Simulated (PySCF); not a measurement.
**Electron affinity of Ni by level of theory**

Ni⁻ [Ar] 3d9 4s2 (2D) → Ni [Ar] 3d8 4s2 (3F), as a difference of total energies. Computed with PySCF 2.14 in aug-cc-pVTZ-DK (8s7p5d3f2g, 93 functions), with scalar relativity by spin-free X2C-1e. Correlated levels: valence: [Ar] frozen. The calculations carry no spin-orbit coupling.

```json
{"method": "UHF", "electron affinity (eV)": "-1.795"}
{"method": "LDA", "electron affinity (eV)": "2.356"}
{"method": "r2SCAN", "electron affinity (eV)": "1.022"}
{"method": "BP86", "electron affinity (eV)": "1.950"}
{"method": "r2SCAN0", "electron affinity (eV)": "0.506"}
{"method": "LC-wPBE", "electron affinity (eV)": "1.321"}
{"method": "PW91", "electron affinity (eV)": "1.860"}
{"method": "MP2 (valence)", "electron affinity (eV)": "1.266"}
{"method": "SCS-MP2 (valence)", "electron affinity (eV)": "0.950"}
```

Estimate what PBE0 gives.

1.035 eV, closest to r2SCAN among the rows shown.

Estimate what PBE gives.

1.809 eV, closest to PW91 among the rows shown.

A first-order spin-orbit estimate (lowest level to lowest level, LS coupling) adds -0.048 eV.

Errors of the correlated levels include the incompleteness of this basis and the frozen core.

A negative affinity means that the anion lies above the atom at that level of theory.

In the anion the highest occupied orbital energy is positive at LDA, PBE, PBE0, r2SCAN, BP86, r2SCAN0, PW91, a self-interaction effect; the basis confines that electron, and the energy difference can still be sensible.

For comparison: 1.157 eV (measured; photodetachment measurements, as compiled on the Wikipedia data page of electron affinities).
